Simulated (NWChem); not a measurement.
System: SbBr2Cl; SMILES [Cl][Sb]([Br])[Br]

NWChem input:

```
start job
memory heap 200 mb stack 900 mb global 1100 mb
geometry units angstroms noautoz
  Sb    -0.499212     0.631602     0.000000
  Cl    -2.147316    -1.067624     0.000000
  Br     0.902703    -0.215235    -1.911353
  Br     0.902703    -0.215235     1.911353
end
basis spherical
  * library sto-3g
end
dft
  xc hfexch
  iterations 150
  mulliken
end
task dft energy
```

All runs use the structure optimised with PBE0/def2-SVP (def2 core potentials past Kr).

Predict the main results of this run. (Hartree-Fock/STO-3G, non-relativistic.) Quantities: basis functions; energy (Ha); highest occupied level (eV); orbital gap (eV); dipole (D).

The number of basis functions is 72. The energy (Ha) is -11795.42, the highest occupied level (eV) comes out as -7.62 and the orbital gap (eV) is 12.25. The dipole (D) is 2.18.
